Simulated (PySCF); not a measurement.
A structure optimised at PBE-D3(BJ)/def2-SVP, used in a PySCF frequency run:

```
C
C 1 1.3788
O 2 1.3607 1 110.26
C 3 1.3665 2 107.30 1 -0.28
C 4 1.3729 3 110.58 2 0.53
H 2 1.0945 3 116.75 4 179.78
H 4 1.0948 3 115.76 2 -179.75
H 5 1.0951 4 127.36 7 -0.44
Se 1 1.9100 2 125.23 6 4.24
H 9 1.4892 1 95.32 2 -112.19
```
Charge 0, spin multiplicity 1.

Write its SMILES and formula.

[SeH]c1ccoc1, C₄H₄OSe

What are its rotational constants (standard atomic weights)?

8.8847, 1.2084, 1.0726 GHz
